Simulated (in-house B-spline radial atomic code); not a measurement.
Relativistic effects in neutral nickel, [Ar] 3d8 4s2: non-relativistic Hartree-Fock (point nucleus) against Dirac-Hartree-Fock (Fermi nucleus of rms radius 3.7757 fm), both averages of the configuration, computed with an all-electron radial atomic-structure program (B-spline basis).

```tsv
orbital	ε NR (Eh)	ε Dirac (Eh)	<r> NR (bohr)	<r> Dirac (bohr)	change of <r> (%)
1s1/2	-305.63	?	0.05481	?	?
2s1/2	-37.927	-38.646	0.247	0.2435	-1.4
2p1/2	-32.95	-33.535	0.2163	0.2128	-1.6
2p3/2	-32.95	?	0.2163	?	?
3s1/2	-4.8936	-5.0099	0.7488	0.7395	-1.2
3p1/2	-3.2831	-3.3656	0.7852	0.7749	-1.3
3p3/2	-3.2831	-3.2787	0.7852	0.7843	-0.1
3d3/2	-0.69709	-0.68581	0.9669	0.9687	+0.2
3d5/2	-0.69709	-0.67563	0.9669	0.9754	+0.9
4s1/2	-0.27678	-0.28153	3.055	3.012	-1.4
```

What happens to 1s1/2?

Its energy goes to -308.95 hartree and <r> to 0.05406 bohr (-1.37 %).

What happens to 2p3/2?

Its energy goes to -32.883 hartree and <r> to 0.2159 bohr (-0.15 %).

What explains the pattern of contraction and expansion?

Expansion is seen in 3d3/2, 3d5/2. The s and p1/2 orbitals contract directly, screen the nucleus better, and so push out orbitals that have little density near the nucleus; spin-orbit coupling adds to this for j = l + 1/2 and opposes it for j = l - 1/2.

By how much does the total energy change?

By -12.49 hartree, from -1506.816 to -1519.306.
